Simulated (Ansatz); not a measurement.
Reaction (ligand exchange at the Si–N bond): `Cl[SiH2]N[Si](Cl)(Cl)Cl` + `S[Si](Cl)(Cl)Cl` → `Cl[SiH2]S[Si](Cl)(Cl)Cl` + `N[Si](Cl)(Cl)Cl`

Calculated with Ansatz (gas phase, PBE0-D4/def2-TZVP geometries, no zero-point term in ΔE). CBS: MP2 limit from def2 TZ/QZ plus the TZ coupled-cluster correction, frozen cores. Each species was taken in one conformer, which may not be the lowest.

| species | CCSD/CBS(def2) energy (Eh) |
| --- | --- |
| `Cl[SiH2]N[Si](Cl)(Cl)Cl` | -2474.00328 |
| `S[Si](Cl)(Cl)Cl` | -2066.93656 |
| `Cl[SiH2]S[Si](Cl)(Cl)Cl` | -2816.46016 |
| `N[Si](Cl)(Cl)Cl` | -1724.47808 |

Question: Work out ΔE.

Answer: ΔE = (-2816.46016) + (-1724.47808) − (-2474.00328) − (-2066.93656) = 0.00160 Eh = +4.2 kJ/mol. CCSD(T)/CBS gives +1.8 kJ/mol.

Largest T1 diagnostic among the species: 0.010.

In def2-TZVPP, CCSD(T) changes the Hartree–Fock value by −7.9 kJ/mol (the triples alone add −2.4 kJ/mol) and MP2 by −12.8 kJ/mol. The D4 term adds −5.1 kJ/mol with B3LYP and −2.6 kJ/mol with PBE0; it sums over pairs of atoms, weighted by their polarisabilities, and B3LYP, whose exchange is more repulsive, gets the larger term.

B3LYP here is the variant with VWN-RPA as its local correlation; programs differ in this.
